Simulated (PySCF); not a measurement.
Can point charges reproduce the dipole moment of `C=CCP([SiH3])CC`?

Coordinates (GFN2-xTB, Å) and charges (e) from the PBE0/pcSseg-1 density (PySCF):

```tsv
atom	x	y	z	Mulliken	IAO	Hirshfeld	ESP-fitted
C1	2.839	1.108	-0.136	-0.1493	-0.3287	-0.1042	-0.5166
C2	2.332	0.072	0.510	-0.2073	-0.1264	-0.0381	-0.0634
C3	1.363	-0.892	-0.077	-0.4081	-0.4246	-0.1096	-0.2502
P4	-0.324	-0.661	0.719	+0.0155	+0.2046	+0.0608	-0.3062
Si5	-1.472	-2.088	-0.570	+0.3507	+0.3869	+0.2442	+0.3155
C6	-0.758	0.955	-0.105	-0.4816	-0.4185	-0.1097	+0.0958
C7	-2.183	1.390	0.205	-0.2621	-0.4129	-0.1194	-0.4591
H8	2.595	1.307	-1.167	+0.1080	+0.1426	+0.0435	+0.1950
H9	3.524	1.794	0.333	+0.1184	+0.1525	+0.0464	+0.2024
H10	2.588	-0.102	1.547	+0.1142	+0.1484	+0.0445	+0.1571
H11	1.668	-1.919	0.141	+0.1676	+0.1557	+0.0439	+0.1721
H12	1.284	-0.759	-1.160	+0.1484	+0.1351	+0.0388	+0.1357
H13	-2.873	-2.062	-0.153	-0.0602	-0.1031	-0.0746	-0.0696
H14	-0.914	-3.423	-0.352	-0.0622	-0.1008	-0.0738	-0.0671
H15	-1.402	-1.779	-2.004	-0.0706	-0.1181	-0.0779	-0.0911
H16	-0.050	1.699	0.274	+0.1663	+0.1522	+0.0340	+0.1071
H17	-0.606	0.869	-1.185	+0.1402	+0.1289	+0.0323	+0.0519
H18	-2.900	0.678	-0.199	+0.1240	+0.1355	+0.0363	+0.1475
H19	-2.382	2.368	-0.231	+0.1236	+0.1457	+0.0436	+0.1014
H20	-2.332	1.455	1.281	+0.1243	+0.1451	+0.0389	+0.1419
```

Question: Compute μ = Σ q r for each scheme (1 e·Å = 4.803 D) and compare with the dipole of the full density.

Answer: The full density gives (0.24, 0.64, -0.90) D, 1.13 D in size; dipole vectors point from the negative to the positive end.

```json
{"scheme": "Mulliken", "μx": "-1.41", "μy": "-0.25", "μz": "-0.70", "size (D)": "1.59", "share of the full size (%)": "141", "angle to the full dipole (°)": "85"}
{"scheme": "IAO", "μx": "-0.52", "μy": "-0.39", "μz": "0.87", "size (D)": "1.09", "share of the full size (%)": "96", "angle to the full dipole (°)": "160"}
{"scheme": "Hirshfeld", "μx": "0.07", "μy": "-0.02", "μz": "0.42", "size (D)": "0.42", "share of the full size (%)": "37", "angle to the full dipole (°)": "141"}
{"scheme": "ESP-fitted", "μx": "0.23", "μy": "0.58", "μz": "-0.88", "size (D)": "1.08", "share of the full size (%)": "95", "angle to the full dipole (°)": "2"}
```

Question: Which set comes closest?

Answer: Length of the difference vector: ESP-fitted 0.06 D, Hirshfeld 1.48 D, Mulliken 1.87 D, IAO 2.18 D. Closest: ESP-fitted. ESP charges are fitted to the potential around the molecule, whose slowest-falling term is the dipole's. 

Question: What is left for the Hirshfeld atoms' own dipoles?

Answer: The Hirshfeld atoms' densities add up to the full density, so μ = Σ q r + Σ (atomic dipoles). The atomic dipoles sum to (0.24, 0.64, -0.90) − (0.07, -0.02, 0.42) = (0.17, 0.66, -1.32) D, 1.48 D in size.

Question: With the origin at the mean of the coordinates, (0.000, 0.001, -0.116) Å, which are the largest single terms, by size, of the IAO dipole along the direction of the full one?

Answer: Si5 -2.08, C1 -1.94, H8 +1.45, P4 -1.09, H9 +1.02 D; all 20 atoms together -1.02 D. The single terms depend on the origin, their sum doesn't.

Question: Give the size of the full dipole in other units.

Answer: 1.13 D = 0.445 au = 0.235 e·Å = 3.77 × 10⁻³⁰ C·m.

One conformer (not necessarily the lowest) at the GFN2-xTB geometry, without solvent, vibrations or thermal averaging.

These values come from a run that also computed NMR shieldings. The run took about 80 s of CPU time (one thread, shared machine).

The values belong to the conformer `[CH2:1]=[CH:2][CH2:3][P:4]([SiH3:5])[CH2:6][CH3:7]`: C1–C2–C3–P4 -110°, C2–C3–P4–Si5 174°, C3–P4–C6–C7 174°.
